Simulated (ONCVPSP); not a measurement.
# An all-electron radial function and its pseudo partner (Sr)

Columns: radius, all-electron u(r) and pseudo u(r) of the 4p shell (level -22.82 eV) of strontium in the configuration [Ar] 3d10 4s2 4p6 5s2; PBE, scalar-relativistic, ONCV scheme, ONCVPSP 4.0.1.

```csv
r (bohr),all-electron,pseudo
0.108,0.2564,0.0133
0.215,-0.1415,0.0521
0.322,-0.4191,0.1146
0.430,-0.3936,0.1985
0.538,-0.1845,0.2986
0.645,0.0806,0.4077
0.752,0.3333,0.5192
0.860,0.5441,0.6264
0.968,0.7016,0.7205
1.075,0.8069,0.7947
1.182,0.8681,0.8460
1.290,0.8931,0.8728
1.398,0.8895,0.8757
1.505,0.8651,0.8577
1.612,0.8264,0.8234
1.720,0.7778,0.7771
1.828,0.7238,0.7237
1.935,0.6678,0.6678
2.042,0.6116,0.6116
2.150,0.5563,0.5563
2.258,0.5035,0.5035
2.365,0.4541,0.4541
2.472,0.4082,0.4082
2.580,0.3654,0.3654
2.688,0.3263,0.3263
2.795,0.2911,0.2911
```

(1) How many radial nodes do the two functions have?

(2) At about which radius was the pseudo-wave matched?

(3) Where does each function peak?

(4) Is the pseudo-wave norm-conserving?

## Answers

(1) The all-electron 4p function has n − l − 1 = 2; the pseudo-wave has 0, since the states of the same l below it are removed with the core.

(2) 1.95 bohr. The columns agree to 0.0005 from 1.83 bohr on; several derivatives are matched, so the curves merge somewhat inside the radius.

(3) Outermost all-electron maximum near 1.29 bohr, pseudo maximum near 1.40 bohr (to the table’s step).

(4) Yes: the ONCV scheme keeps the norm inside the radius equal to the all-electron one, which fixes the energy derivative of the logarithmic derivative at the level.
